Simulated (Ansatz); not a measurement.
Compare A (`BCN=C=C`) with its isomer B (`C=C1CBN1`).

Program: Ansatz. Geometries: PBE0-D4/def2-TZVP. ΔE: electronic, gas phase. CCSD(T)/CBS is the MP2 limit (def2-TZVPP, def2-QZVPP) plus CCSD(T) − MP2 in def2-TZVPP, frozen cores. Functionals use def2-TZVPP. B3LYP here is the variant with VWN-RPA as its local correlation; programs differ in this. One conformer a species, not always the lowest.

A:

```xyz
11

B     0.7482   -1.8264   -0.7792
C    -0.2609   -1.0730    0.1302
N    -0.7717    0.1794   -0.3855
C    -0.4959    1.2700    0.0619
C    -0.2474    2.4830    0.4852
H     1.2022   -2.8532   -0.3659
H     1.0600   -1.4219   -1.8580
H     0.1637   -0.9708    1.1417
H    -1.1066   -1.7690    0.2504
H     0.5916    3.0392    0.0894
H    -0.8831    2.9427    1.2300
```

B:

Z-matrix (Å, degrees):
```
C
C 1 1.522
B 1 2.059 2 50.3
C 1 1.325 2 135.6 3 180.0
N 1 1.406 2 93.3 3 0.0
H 2 1.092 1 114.1 3 -117.0
H 2 1.092 1 114.1 3 117.0
H 3 1.191 2 139.8 1 180.0
H 4 1.082 1 120.0 2 0.0
H 4 1.084 1 121.8 2 -180.0
H 5 1.007 1 126.9 2 180.0
```

Problem. Which is lower in electronic energy at CCSD(T)/CBS, and by how much? (Estimate.)

Solution. Ansatz gave: B, by 49.0 kcal/mol.

Problem. Give E(B) − E(A) in kcal/mol with B3LYP-D4, LDA (SPW92), CCSD/def2-TZVPP, PBE-D4, MP2/def2-TZVPP, CCSD(T)/def2-TZVPP, BLYP-D4. (An estimate is asked.)

Solution. The calculation gave: B3LYP-D4 -43.6, LDA (SPW92) -54.1, CCSD/def2-TZVPP -47.7, PBE-D4 -46.8, MP2/def2-TZVPP -49.4, CCSD(T)/def2-TZVPP -47.8, BLYP-D4 -40.5. None reverses the order clearly.

Problem. Does the order hold for the free energy at 298.15 K (harmonic terms from PBE0-D4)? (Estimate.)

Solution. Ansatz gave: Yes: G(B) − G(A) = -43.7 kcal/mol, for one conformer each. Modes under 60 cm⁻¹, often nearly free rotors, make the harmonic entropy too high.

Largest T1 diagnostic: 0.013.

At CCSD(T), def2-SVP lies −1.3 kcal/mol from the extrapolated value and def2-TZVPP +1.2 kcal/mol. From BLYP to BHLYP (50 % exact exchange), in def2-TZVPP and without D4, E(B) − E(A) moves by −6.3 kcal/mol.
